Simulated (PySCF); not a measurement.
# NaSe⁺: frontier orbitals

PBE0 at R = 3.010 Å; PySCF, no relativity, basis sets Na def2-SVP, Se def2-SVP. State: ³Σ⁻ (triplet), unpaired electrons π ↑↑. Only the outer orbitals are listed, counted within each symmetry.

```csv
spin,orbital,occ.,ε (eV),on Na (%),main shells (%)
α,4π,1,-38.73,100,100 Na p
α,4π,1,-38.73,100,100 Na p
α,9σ,1,-38.70,100,100 Na p
α,10σ,1,-24.59,1,99 Se s
α,5π,1,-13.67,1,99 Se p
α,5π,1,-13.67,1,99 Se p
α,11σ,1,-12.88,6,94 Se p
α,12σ,0,-5.85,98,97 Na s
α,6π,0,-3.58,99,98 Na p
α,6π,0,-3.58,99,98 Na p
β,4π,1,-38.73,100,100 Na p
β,4π,1,-38.73,100,100 Na p
β,9σ,1,-38.71,100,100 Na p
β,10σ,1,-22.05,2,98 Se s
β,11σ,1,-12.10,8,91 Se p
β,5π,0,-9.04,3,97 Se p
β,5π,0,-9.04,3,97 Se p
β,12σ,0,-5.81,97,95 Na s
```

Which are the highest filled and the lowest empty level, where do they sit, and how wide is the gap?

Highest filled β 11σ at -12.10 eV (in %: 91 Se p); lowest empty β 5π at -9.04 eV (in %: 97 Se p); the gap at PBE0 is 3.06 eV.

- bond order (Mayer): 0.33
- ⟨S²⟩: 2.004
- charge on Na (Mulliken, basis-dependent): 0.82
- charge on Na (Löwdin, basis-dependent): 0.63
- dipole moment (positive dipole points towards Se; it is taken about the centre of mass and depends on that origin): -9.23 D
- polarisability along the bond: 31.1 bohr³
- polarisability across the bond: 17.2 bohr³

Spin–orbit coupling is left out. The state is the lowest determinant that a PBE0 search found; another state may lie lower at other levels.
